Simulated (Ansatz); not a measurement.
Ansatz (a program for electronic structure) input for Mo(O)(NH)(OH)2 (H₃MoNO₃), SMILES [OH][Mo](=[O])(=[NH])[OH], multiplicity 1, r2SCAN-D4/def2-SVP. 

Ansatz 0.2 input:
```yaml
crystal:
  periodic: [false, false, false]
  atoms:
    - {symbol: Mo, position_ang: [0.03375351, 0.01331876, -0.00183114]}
    - {symbol: O, position_ang: [1.55068846, 0.41100140, 0.50651047]}
    - {symbol: N, position_ang: [-0.23265065, 0.63021397, -1.59770273]}
    - {symbol: H, position_ang: [-0.17182011, 1.06771015, -2.50543483]}
    - {symbol: O, position_ang: [-0.12332973, -1.76049297, -0.05151371]}
    - {symbol: H, position_ang: [-0.00472040, -2.70943071, -0.14774094]}
    - {symbol: O, position_ang: [-1.16402035, 0.76382913, 1.08447282]}
    - {symbol: H, position_ang: [-1.71925928, 1.35613426, 1.59824618]}
basis:
  gaussian:
    orbitals: def2-SVP
hamiltonian:
  xc: r2scan
  dispersion: d4
relax: {f_tol: 0.002, max_steps: 200}
```

Log of the run:

```
[...]
relax step   3: F+E_penalty+E_count = -9530.67936179 eV  Δ(F+E_penalty+E_count) = -4.093e-2 eV  max|allowed force component| = 3.233e-1 eV/Å  Δτ_max = 0.0378 Å  (33 SCF iters, accepted)
these checks for a lower state are left out or cut short: starts, cluster_reference, orbital_swaps, neighbouring_geometries, increment
integrals: 0.05 GiB planned
1078 factors; their error is unknown
mean field: 0.30 GiB planned
mean field -9530.73050907 eV, -350.2478860473 hartree, gradient 2.2e-5 eV, S^2 0.000000; 0 other end points of the search recorded, 0 dependent functions left out
the calculation of the forces begins
reference -9530.73053482 eV, -350.2478869936 hartree; 24, 24 occupied and 78, 78 virtual orbitals, 1078 factors
relax step   4: F+E_penalty+E_count = -9530.77570865 eV  Δ(F+E_penalty+E_count) = -9.635e-2 eV  max|allowed force component| = 5.140e-1 eV/Å  Δτ_max = 0.1043 Å  (32 SCF iters, accepted)
these checks for a lower state are left out or cut short: starts, cluster_reference, orbital_swaps, neighbouring_geometries, increment
integrals: 0.05 GiB planned
1078 factors; their error is unknown
mean field: 0.30 GiB planned
mean field -9530.79756319 eV, -350.2503502407 hartree, gradient 1.9e-5 eV, S^2 0.000000; 0 other end points of the search recorded, 0 dependent functions left out
the calculation of the forces begins
reference -9530.79758912 eV, -350.2503511934 hartree; 24, 24 occupied and 78, 78 virtual orbitals, 1078 factors
relax step   5: F+E_penalty+E_count = -9530.84258546 eV  Δ(F+E_penalty+E_count) = -6.688e-2 eV  max|allowed force component| = 1.086e0 eV/Å  Δτ_max = 0.1117 Å  (40 SCF iters, accepted)
these checks for a lower state are left out or cut short: starts, cluster_reference, orbital_swaps, neighbouring_geometries, increment
integrals: 0.05 GiB planned
1078 factors; their error is unknown
mean field: 0.30 GiB planned
mean field -9530.84533041 eV, -350.2521056534 hartree, gradient 8.9e-6 eV, S^2 0.000000; 0 other end points of the search recorded, 0 dependent functions left out
the calculation of the forces begins
reference -9530.84535656 eV, -350.2521066147 hartree; 24, 24 occupied and 78, 78 virtual orbitals, 1078 factors
relax step   6: F+E_penalty+E_count = -9530.89036953 eV  Δ(F+E_penalty+E_count) = -4.778e-2 eV  max|allowed force component| = 1.083e0 eV/Å  Δτ_max = 0.0852 Å  (33 SCF iters, accepted)
these checks for a lower state are left out or cut short: starts, cluster_reference, orbital_swaps, neighbouring_geometries, increment
integrals: 0.05 GiB planned
1078 factors; their error is unknown
mean field: 0.30 GiB planned
mean field evaluation 64: about -9530.9237 eV, gradient 1.2e-5 eV
mean field -9530.92373787 eV, -350.2549870744 hartree, gradient 1.2e-5 eV, S^2 0.000000; 0 other end points of the search recorded, 0 dependent functions left out
the calculation of the forces begins
reference -9530.92376447 eV, -350.2549880520 hartree; 24, 24 occupied and 78, 78 virtual orbitals, 1078 factors
relax step   7: F+E_penalty+E_count = -9530.96888227 eV  Δ(F+E_penalty+E_count) = -7.851e-2 eV  max|allowed force component| = 5.464e-1 eV/Å  Δτ_max = 0.1046 Å  (41 SCF iters, accepted)
these checks for a lower state are left out or cut short: starts, cluster_reference, orbital_swaps, neighbouring_geometries, increment
integrals: 0.05 GiB planned
1078 factors; their error is unknown
mean field: 0.30 GiB planned
mean field -9530.96326363 eV, -350.2564396196 hartree, gradient 1.2e-5 eV, S^2 0.000000; 0 other end points of the search recorded, 0 dependent functions left out
the calculation of the forces begins
reference -9530.96329032 eV, -350.2564406002 hartree; 24, 24 occupied and 78, 78 virtual orbitals, 1078 factors
relax step   8: F+E_penalty+E_count = -9531.00842251 eV  Δ(F+E_penalty+E_count) = -3.954e-2 eV  max|allowed force component| = 1.585e-1 eV/Å  Δτ_max = 0.2000 Å  (41 SCF iters, accepted)
these checks for a lower state are left out or cut short: starts, cluster_reference, orbital_swaps, neighbouring_geometries, increment
integrals: 0.05 GiB planned
1078 factors; their error is unknown
mean field: 0.30 GiB planned
mean field -9530.97467844 eV, -350.2568591061 hartree, gradient 1.6e-5 eV, S^2 0.000000; 0 other end points of the search recorded, 0 dependent functions left out
the calculation of the forces begins
reference -9530.97470522 eV, -350.2568600901 hartree; 24, 24 occupied and 78, 78 virtual orbitals, 1078 factors
relax step   9: F+E_penalty+E_count = -9531.01985774 eV  Δ(F+E_penalty+E_count) = -1.144e-2 eV  max|allowed force component| = 1.230e-1 eV/Å  Δτ_max = 0.1353 Å  (33 SCF iters, accepted)
these checks for a lower state are left out or cut short: starts, cluster_reference, orbital_swaps, neighbouring_geometries, increment
integrals: 0.05 GiB planned
1078 factors; their error is unknown
mean field: 0.30 GiB planned
mean field -9530.97470984 eV, -350.2568602601 hartree, gradient 1.9e-5 eV, S^2 0.000000; 0 other end points of the search recorded, 0 dependent functions left out
the calculation of the forces begins
reference -9530.97473662 eV, -350.2568612441 hartree; 24, 24 occupied and 78, 78 virtual orbitals, 1078 factors
relax step  10: F+E_penalty+E_count = -9531.01988998 eV  Δ(F+E_penalty+E_count) = -3.224e-5 eV  max|allowed force component| = 1.238e-1 eV/Å  Δτ_max = 0.0024 Å  (25 SCF iters, accepted)
these checks for a lower state are left out or cut short: starts, cluster_reference, orbital_swaps, neighbouring_geometries, increment
integrals: 0.05 GiB planned
1078 factors; their error is unknown
mean field: 0.30 GiB planned
mean field -9530.97497572 eV, -350.2568700308 hartree, gradient 1.4e-5 eV, S^2 0.000000; 0 other end points of the search recorded, 0 dependent functions left out
the calculation of the forces begins
reference -9530.97500250 eV, -350.2568710152 hartree; 24, 24 occupied and 78, 78 virtual orbitals, 1078 factors
relax step  11: F+E_penalty+E_count = -9531.02015722 eV  Δ(F+E_penalty+E_count) = -2.672e-4 eV  max|allowed force component| = 1.207e-1 eV/Å  Δτ_max = 0.0464 Å  (33 SCF iters, accepted)
these checks for a lower state are left out or cut short: starts, cluster_reference, orbital_swaps, neighbouring_geometries, increment
integrals: 0.05 GiB planned
1078 factors; their error is unknown
mean field: 0.30 GiB planned
mean field evaluation 96: about -9530.9753 eV, gradient 9.4e-5 eV
mean field -9530.97532563 eV, -350.2568828897 hartree, gradient 1.2e-5 eV, S^2 0.000000; 0 other end points of the search recorded, 0 dependent functions left out
the calculation of the forces begins
reference -9530.97535239 eV, -350.2568838733 hartree; 24, 24 occupied and 78, 78 virtual orbitals, 1078 factors
relax step  12: F+E_penalty+E_count = -9531.02052295 eV  Δ(F+E_penalty+E_count) = -3.657e-4 eV  max|allowed force component| = 5.375e-2 eV/Å  Δτ_max = 0.0216 Å  (35 SCF iters, accepted)
these checks for a lower state are left out or cut short: starts, cluster_reference, orbital_swaps, neighbouring_geometries, increment
integrals: 0.05 GiB planned
1078 factors; their error is unknown
mean field: 0.30 GiB planned
mean field -9530.97548629 eV, -350.2568887941 hartree, gradient 1.2e-5 eV, S^2 0.000000; 0 other end points of the search recorded, 0 dependent functions left out
the calculation of the forces begins
reference -9530.97551307 eV, -350.2568897782 hartree; 24, 24 occupied and 78, 78 virtual orbitals, 1078 factors
relax step  13: F+E_penalty+E_count = -9531.02068123 eV  Δ(F+E_penalty+E_count) = -1.583e-4 eV  max|allowed force component| = 9.217e-2 eV/Å  Δτ_max = 0.0115 Å  (35 SCF iters, accepted)
these checks for a lower state are left out or cut short: starts, cluster_reference, orbital_swaps, neighbouring_geometries, increment
integrals: 0.05 GiB planned
1078 factors; their error is unknown
mean field: 0.30 GiB planned
mean field -9530.97576131 eV, -350.2568989009 hartree, gradient 1.2e-5 eV, S^2 0.000000; 0 other end points of the search recorded, 0 dependent functions left out
the calculation of the forces begins
reference -9530.97578808 eV, -350.2568998844 hartree; 24, 24 occupied and 78, 78 virtual orbitals, 1078 factors
relax step  14: F+E_penalty+E_count = -9531.02095795 eV  Δ(F+E_penalty+E_count) = -2.767e-4 eV  max|allowed force component| = 3.885e-2 eV/Å  Δτ_max = 0.0059 Å  (36 SCF iters, accepted)
these checks for a lower state are left out or cut short: starts, cluster_reference, orbital_swaps, neighbouring_geometries, increment
integrals: 0.05 GiB planned
1078 factors; their error is unknown
mean field: 0.30 GiB planned
mean field -9530.97577084 eV, -350.2568992510 hartree, gradient 1.2e-5 eV, S^2 0.000000; 0 other end points of the search recorded, 0 dependent functions left out
the calculation of the forces begins
reference -9530.97579759 eV, -350.2569002341 hartree; 24, 24 occupied and 78, 78 virtual orbitals, 1078 factors
relax step  15: F+E_penalty+E_count = -9531.02095521 eV  Δ(F+E_penalty+E_count) = +2.742e-6 eV  max|allowed force component| = 1.001e-2 eV/Å  Δτ_max = 0.0053 Å  (36 SCF iters, rejected (line search))
these checks for a lower state are left out or cut short: starts, cluster_reference, orbital_swaps, neighbouring_geometries, increment
integrals: 0.05 GiB planned
1078 factors; their error is unknown
mean field: 0.30 GiB planned
mean field -9530.97581192 eV, -350.2569007607 hartree, gradient 1.2e-5 eV, S^2 0.000000; 0 other end points of the search recorded, 0 dependent functions left out
the calculation of the forces begins
reference -9530.97583869 eV, -350.2569017443 hartree; 24, 24 occupied and 78, 78 virtual orbitals, 1078 factors
relax step  16: F+E_penalty+E_count = -9531.02100519 eV  Δ(F+E_penalty+E_count) = -4.724e-5 eV  max|allowed force component| = 5.879e-3 eV/Å  Δτ_max = 0.0026 Å  (36 SCF iters, accepted)
these checks for a lower state are left out or cut short: starts, cluster_reference, orbital_swaps, neighbouring_geometries, increment
integrals: 0.05 GiB planned
1078 factors; their error is unknown
mean field: 0.30 GiB planned
mean field evaluation 128: about -9531.0083 eV, gradient 2.5e-1 eV
mean field -9530.97582197 eV, -350.2569011300 hartree, gradient 2.0e-5 eV, S^2 0.000000; 0 other end points of the search recorded, 0 dependent functions left out
the calculation of the forces begins
reference -9530.97584874 eV, -350.2569021136 hartree; 24, 24 occupied and 78, 78 virtual orbitals, 1078 factors
relax step  17: F+E_penalty+E_count = -9531.02101409 eV  Δ(F+E_penalty+E_count) = -8.902e-6 eV  max|allowed force component| = 1.426e-3 eV/Å  Δτ_max = 0.0028 Å  (25 SCF iters, accepted)
integrals: 0.05 GiB planned
1078 factors; their error is unknown
mean field: 0.30 GiB planned
mean field -9530.97582197 eV, -350.2569011300 hartree, gradient 2.0e-5 eV, S^2 0.000000; 1 other end points of the search recorded, 0 dependent functions left out
the calculation of the forces begins
reference -9530.97584874 eV, -350.2569021136 hartree; 24, 24 occupied and 78, 78 virtual orbitals, 1078 factors
Total energy: -9531.02104086 eV, -350.2585628934 hartree
Atom 0 at     0.127517     0.014026     0.101549 Å, force    -0.000286    -0.000005    -0.000234 eV/Å
Atom 1 at     1.704547     0.541827     0.398266 Å, force    -0.000258     0.000007    -0.000409 eV/Å
Atom 2 at    -0.382157     0.504471    -1.490454 Å, force     0.000936    -0.000146     0.001424 eV/Å
Atom 3 at    -0.081995     1.001539    -2.331494 Å, force    -0.000141     0.000534    -0.001426 eV/Å
Atom 4 at     0.059658    -1.865798     0.201919 Å, force     0.000165    -0.000544     0.000221 eV/Å
Atom 5 at    -0.350357    -2.411606    -0.482737 Å, force    -0.000110     0.000033    -0.000028 eV/Å
Atom 6 at    -1.042709     0.772649     1.367835 Å, force    -0.000282     0.000175     0.000545 eV/Å
Atom 7 at    -1.865862     1.215175     1.120122 Å, force    -0.000024    -0.000055    -0.000094 eV/Å
Dipole moment:    -0.603450    -0.033963    -0.493693 e Å
```

The calculation finished and met its thresholds.
